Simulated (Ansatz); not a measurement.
Ansatz (an electronic-structure program) input (B3LYP-D3(BJ)/def2-TZVP):

Ansatz 0.2 input:
```yaml
crystal:
  periodic: [false, false, false]
  atoms:
    - {symbol: C, position_ang: [1.95175584, -0.26242693, 0.41894449]}
    - {symbol: C, position_ang: [0.61317886, -0.78121442, 0.02456042]}
    - {symbol: C, position_ang: [-0.54965067, -0.03216470, -0.13423340]}
    - {symbol: C, position_ang: [-0.53231760, 1.46198034, 0.09876252]}
    - {symbol: C, position_ang: [-1.73309521, -0.63880957, -0.50558319]}
    - {symbol: H, position_ang: [2.30684136, -0.74265017, 1.33812670]}
    - {symbol: H, position_ang: [2.70337791, -0.48439979, -0.34746815]}
    - {symbol: H, position_ang: [1.95411012, 0.81388319, 0.58440006]}
    - {symbol: H, position_ang: [0.54180817, -1.84917779, -0.15585247]}
    - {symbol: H, position_ang: [-1.51939510, 1.89083202, -0.06774321]}
    - {symbol: H, position_ang: [0.16867983, 1.96185720, -0.57311265]}
    - {symbol: H, position_ang: [-0.22966570, 1.70242870, 1.12017181]}
    - {symbol: H, position_ang: [-2.64420562, -0.07115401, -0.63295146]}
    - {symbol: H, position_ang: [-1.78077829, -1.70580765, -0.68027566]}
basis:
  gaussian:
    orbitals: def2-TZVP
hamiltonian:
  xc: b3lyp
  dispersion: d3bj
magnetization: {spin_polarized: true, initial_magnetization: 1}
phonons: {temperatures: {t_min: 298.15, t_max: 298.15, t_step: 100}}
```

Output:

```
Functional definition: B3LYP
integrals: 0.12 GiB planned
1296 factors; their error is unknown
0.30 GiB of the device are held for the grids
1.04 GiB of device memory are held for the factors and their scratch space
mean field: 1.22 GiB planned
mean field evaluation 1: about -5319.7737 eV, gradient 5.2e1 eV
mean field evaluation 2: about -5313.2104 eV, gradient 6.1e1 eV
mean field evaluation 4: about -5332.6202 eV, gradient 4.8e0 eV
mean field evaluation 8: about -5332.7326 eV, gradient 1.9e-1 eV
mean field evaluation 16: about -5332.7084 eV, gradient 7.6e-4 eV
mean field -5332.70839613 eV, -195.9734189182 hartree, gradient 6.3e-5 eV, S^2 0.776830; 0 other end points of the search recorded, 0 dependent functions left out
the calculation of the forces begins
reference -5332.70869164 eV, -195.9734297781 hartree; 20, 19 occupied and 189, 190 virtual orbitals, 1296 factors
these checks for a lower state are left out or cut short: stability, starts, cluster_reference, orbital_swaps, neighbouring_geometries, increment
integrals: 0.12 GiB planned
1296 factors; their error is unknown
0.30 GiB of the device are held for the grids
1.04 GiB of device memory are held for the factors and their scratch space
mean field: 1.23 GiB planned
mean field -5332.70831890 eV, -195.9734160801 hartree, gradient 2.6e-6 eV, S^2 0.776849; 0 other end points of the search recorded, 0 dependent functions left out
the calculation of the forces begins
reference -5332.70861430 eV, -195.9734269357 hartree; 20, 19 occupied and 189, 190 virtual orbitals, 1296 factors
these checks for a lower state are left out or cut short: stability, starts, cluster_reference, orbital_swaps, neighbouring_geometries, increment
integrals: 0.12 GiB planned
1296 factors; their error is unknown
0.30 GiB of the device are held for the grids
1.05 GiB of device memory are held for the factors and their scratch space
mean field: 1.23 GiB planned
mean field evaluation 32: about -5332.7076 eV, gradient 4.1e-1 eV
mean field -5332.70818197 eV, -195.9734110479 hartree, gradient 2.7e-6 eV, S^2 0.776810; 0 other end points of the search recorded, 0 dependent functions left out
the calculation of the forces begins
reference -5332.70847760 eV, -195.9734219122 hartree; 20, 19 occupied and 189, 190 virtual orbitals, 1296 factors
these checks for a lower state are left out or cut short: stability, starts, cluster_reference, orbital_swaps, neighbouring_geometries, increment
integrals: 0.12 GiB planned
1296 factors; their error is unknown
0.30 GiB of the device are held for the grids
1.04 GiB of device memory are held for the factors and their scratch space
mean field: 1.23 GiB planned
mean field -5332.70824801 eV, -195.9734134748 hartree, gradient 2.7e-6 eV, S^2 0.776830; 0 other end points of the search recorded, 0 dependent functions left out
the calculation of the forces begins
reference -5332.70854352 eV, -195.9734243345 hartree; 20, 19 occupied and 189, 190 virtual orbitals, 1296 factors
these checks for a lower state are left out or cut short: stability, starts, cluster_reference, orbital_swaps, neighbouring_geometries, increment
integrals: 0.12 GiB planned
1296 factors; their error is unknown
0.30 GiB of the device are held for the grids
1.04 GiB of device memory are held for the factors and their scratch space
mean field: 1.23 GiB planned
mean field -5332.70821915 eV, -195.9734124144 hartree, gradient 2.7e-6 eV, S^2 0.776829; 0 other end points of the search recorded, 0 dependent functions left out
[...]
mean field: 1.23 GiB planned
mean field -5332.70832185 eV, -195.9734161884 hartree, gradient 2.7e-6 eV, S^2 0.776825; 0 other end points of the search recorded, 0 dependent functions left out
the calculation of the forces begins
reference -5332.70861733 eV, -195.9734270473 hartree; 20, 19 occupied and 189, 190 virtual orbitals, 1296 factors
these checks for a lower state are left out or cut short: stability, starts, cluster_reference, orbital_swaps, neighbouring_geometries, increment
integrals: 0.12 GiB planned
1296 factors; their error is unknown
0.30 GiB of the device are held for the grids
1.04 GiB of device memory are held for the factors and their scratch space
mean field: 1.23 GiB planned
mean field -5332.70833934 eV, -195.9734168311 hartree, gradient 2.7e-6 eV, S^2 0.776829; 0 other end points of the search recorded, 0 dependent functions left out
the calculation of the forces begins
reference -5332.70863483 eV, -195.9734276902 hartree; 20, 19 occupied and 189, 190 virtual orbitals, 1296 factors
these checks for a lower state are left out or cut short: stability, starts, cluster_reference, orbital_swaps, neighbouring_geometries, increment
integrals: 0.12 GiB planned
1296 factors; their error is unknown
0.30 GiB of the device are held for the grids
1.04 GiB of device memory are held for the factors and their scratch space
mean field: 1.23 GiB planned
mean field -5332.70835826 eV, -195.9734175267 hartree, gradient 2.7e-6 eV, S^2 0.776830; 0 other end points of the search recorded, 0 dependent functions left out
the calculation of the forces begins
reference -5332.70865380 eV, -195.9734283875 hartree; 20, 19 occupied and 189, 190 virtual orbitals, 1296 factors
these checks for a lower state are left out or cut short: stability, starts, cluster_reference, orbital_swaps, neighbouring_geometries, increment
integrals: 0.12 GiB planned
1296 factors; their error is unknown
0.30 GiB of the device are held for the grids
1.04 GiB of device memory are held for the factors and their scratch space
mean field: 1.23 GiB planned
mean field evaluation 352: about -5332.7083 eV, gradient 2.7e-6 eV
mean field -5332.70828052 eV, -195.9734146696 hartree, gradient 2.7e-6 eV, S^2 0.776822; 0 other end points of the search recorded, 0 dependent functions left out
the calculation of the forces begins
reference -5332.70857600 eV, -195.9734255283 hartree; 20, 19 occupied and 189, 190 virtual orbitals, 1296 factors
these checks for a lower state are left out or cut short: stability, starts, cluster_reference, orbital_swaps, neighbouring_geometries, increment
integrals: 0.12 GiB planned
1296 factors; their error is unknown
0.30 GiB of the device are held for the grids
1.04 GiB of device memory are held for the factors and their scratch space
mean field: 1.23 GiB planned
mean field -5332.70834543 eV, -195.9734170550 hartree, gradient 2.7e-6 eV, S^2 0.776837; 0 other end points of the search recorded, 0 dependent functions left out
the calculation of the forces begins
reference -5332.70864098 eV, -195.9734279162 hartree; 20, 19 occupied and 189, 190 virtual orbitals, 1296 factors
these checks for a lower state are left out or cut short: stability, starts, cluster_reference, orbital_swaps, neighbouring_geometries, increment
integrals: 0.12 GiB planned
1296 factors; their error is unknown
0.30 GiB of the device are held for the grids
1.04 GiB of device memory are held for the factors and their scratch space
mean field: 1.23 GiB planned
mean field -5332.70837839 eV, -195.9734182661 hartree, gradient 2.7e-6 eV, S^2 0.776829; 0 other end points of the search recorded, 0 dependent functions left out
the calculation of the forces begins
reference -5332.70867389 eV, -195.9734291258 hartree; 20, 19 occupied and 189, 190 virtual orbitals, 1296 factors
these checks for a lower state are left out or cut short: stability, starts, cluster_reference, orbital_swaps, neighbouring_geometries, increment
integrals: 0.12 GiB planned
1296 factors; their error is unknown
0.30 GiB of the device are held for the grids
1.04 GiB of device memory are held for the factors and their scratch space
mean field: 1.23 GiB planned
mean field -5332.70836689 eV, -195.9734178437 hartree, gradient 2.7e-6 eV, S^2 0.776830; 0 other end points of the search recorded, 0 dependent functions left out
the calculation of the forces begins
reference -5332.70866241 eV, -195.9734287039 hartree; 20, 19 occupied and 189, 190 virtual orbitals, 1296 factors
these checks for a lower state are left out or cut short: stability, starts, cluster_reference, orbital_swaps, neighbouring_geometries, increment
integrals: 0.12 GiB planned
1296 factors; their error is unknown
0.30 GiB of the device are held for the grids
1.04 GiB of device memory are held for the factors and their scratch space
mean field: 1.23 GiB planned
mean field -5332.70835396 eV, -195.9734173684 hartree, gradient 2.7e-6 eV, S^2 0.776826; 0 other end points of the search recorded, 0 dependent functions left out
the calculation of the forces begins
reference -5332.70864947 eV, -195.9734282281 hartree; 20, 19 occupied and 189, 190 virtual orbitals, 1296 factors
these checks for a lower state are left out or cut short: stability, starts, cluster_reference, orbital_swaps, neighbouring_geometries, increment
integrals: 0.12 GiB planned
1296 factors; their error is unknown
0.30 GiB of the device are held for the grids
1.04 GiB of device memory are held for the factors and their scratch space
mean field: 1.23 GiB planned
mean field evaluation 384: about -5332.7273 eV, gradient 4.1e-1 eV
mean field -5332.70840499 eV, -195.9734192437 hartree, gradient 2.7e-6 eV, S^2 0.776833; 0 other end points of the search recorded, 0 dependent functions left out
the calculation of the forces begins
reference -5332.70870051 eV, -195.9734301040 hartree; 20, 19 occupied and 189, 190 virtual orbitals, 1296 factors
these checks for a lower state are left out or cut short: stability, starts, cluster_reference, orbital_swaps, neighbouring_geometries, increment
integrals: 0.12 GiB planned
1296 factors; their error is unknown
0.30 GiB of the device are held for the grids
1.04 GiB of device memory are held for the factors and their scratch space
mean field: 1.23 GiB planned
mean field -5332.70835396 eV, -195.9734173685 hartree, gradient 2.7e-6 eV, S^2 0.776834; 0 other end points of the search recorded, 0 dependent functions left out
the calculation of the forces begins
reference -5332.70864950 eV, -195.9734282295 hartree; 20, 19 occupied and 189, 190 virtual orbitals, 1296 factors
these checks for a lower state are left out or cut short: stability, starts, cluster_reference, orbital_swaps, neighbouring_geometries, increment
integrals: 0.12 GiB planned
1296 factors; their error is unknown
0.30 GiB of the device are held for the grids
1.04 GiB of device memory are held for the factors and their scratch space
mean field: 1.23 GiB planned
mean field -5332.70832524 eV, -195.9734163131 hartree, gradient 2.7e-6 eV, S^2 0.776825; 0 other end points of the search recorded, 0 dependent functions left out
the calculation of the forces begins
reference -5332.70862073 eV, -195.9734271721 hartree; 20, 19 occupied and 189, 190 virtual orbitals, 1296 factors
Total energy: -5333.18110473 eV, -195.9907906388 hartree
Atom 0 at     1.951756    -0.262427     0.418944 Å, force     0.001088     0.000196     0.000286 eV/Å
Atom 1 at     0.613179    -0.781214     0.024560 Å, force    -0.000542    -0.000108    -0.000144 eV/Å
Atom 2 at    -0.549651    -0.032165    -0.134233 Å, force     0.000377     0.000309     0.000136 eV/Å
Atom 3 at    -0.532318     1.461980     0.098763 Å, force     0.000216    -0.000835    -0.000077 eV/Å
Atom 4 at    -1.733095    -0.638810    -0.505583 Å, force     0.000219     0.000112     0.000069 eV/Å
Atom 5 at     2.306841    -0.742650     1.338127 Å, force    -0.000381     0.000862    -0.001223 eV/Å
Atom 6 at     2.703378    -0.484400    -0.347468 Å, force    -0.000933     0.000502     0.001123 eV/Å
Atom 7 at     1.954110     0.813883     0.584400 Å, force     0.000452    -0.001118    -0.000065 eV/Å
Atom 8 at     0.541808    -1.849178    -0.155852 Å, force     0.000171     0.000080     0.000052 eV/Å
Atom 9 at    -1.519395     1.890832    -0.067743 Å, force    -0.000023     0.000143     0.000016 eV/Å
Atom 10 at     0.168680     1.961857    -0.573113 Å, force    -0.000130    -0.000033     0.000063 eV/Å
Atom 11 at    -0.229666     1.702429     1.120172 Å, force    -0.000087    -0.000005    -0.000121 eV/Å
Atom 12 at    -2.644206    -0.071154    -0.632951 Å, force     0.000105     0.000025     0.000029 eV/Å
Atom 13 at    -1.780778    -1.705808    -0.680276 Å, force    -0.000532    -0.000129    -0.000145 eV/Å
Dipole moment:     0.119413     0.058073     0.036989 e Å
Vibrations: 55.64 149.67 193.36 273.89 428.24 482.57 532.67 564.01 731.77 793.48 800.53 929.10 1006.85 1017.93 1058.96 1062.09 1149.70 1291.64 1383.70 1412.65 1421.04 1442.23 1473.94 1494.00 1501.09 1507.52 1526.06 2997.65 3023.56 3035.03 3082.86 3110.95 3115.32 3142.27 3148.78 3236.85 cm⁻¹, zero-point energy 3.321388 eV
```

It need not be the lowest isomer of its formula.
